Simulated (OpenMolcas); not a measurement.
Ta3+ with 4 ligands (water) in tetrahedral coordination (D2d) at 1.95 Å. Ligand basis ANO-RCC-VDZP.

```
Program             : OpenMolcas
Method              : SS-CASPT2, IPEA 0.25 Eh, imaginary shift 0.1 Eh (the 31 lowest orbitals frozen, all others correlated)
Basis               : ANO-RCC-VDZP [7s6p4d2f1g]
Scalar Hamiltonian  : DKH2, point nucleus
Active space        : 2 electrons in 5 orbitals (5d)
State averaging     : 2S+1 = 3 even, 10 roots; 2S+1 = 1 even, 15 roots
Spin-orbit coupling : RASSI with atomic mean-field integrals over the reference wave functions
```

What is the spin-free ground state?

A state of multiplicity 3, 1-fold in its orbital part; it has the highest spin that d2 allows.

Where is the first state of the same spin?

A 2-fold state lies at 7790 cm-1 above the ground state.

What are the lowest two levels with spin-orbit coupling?

A 1-fold level, then a 2-fold level 170 cm-1 above it. Their leading multiplicities are 3 (100 %) and 3 (99 %).

What is χT at 300 K, and how does it compare with the textbook value?

The lowest level has 2S+1 = 3, for which the spin-only value is χT = S(S+1) / 2 = 1.000 cm3 K/mol (g = 2). The computed 0.499 at 300 K differs by -0.501, through orbital momentum, spin-orbit coupling and any other state in reach.

The least metal-like active orbital is 71 % on the metal (Löwdin) and no ligand orbital is active, so the numbers are rough. Ligand-to-metal charge-transfer states are missing. With no ligand orbital active B as a rule stays too high, so bands that hang on it stand too high and its fall with covalency is understated. With one d shell and no ligand orbital active, 10Dq can be off by a tenth or more. No measured value stands beside these numbers; the geometry was imposed, not optimised, and the real ion may take another.
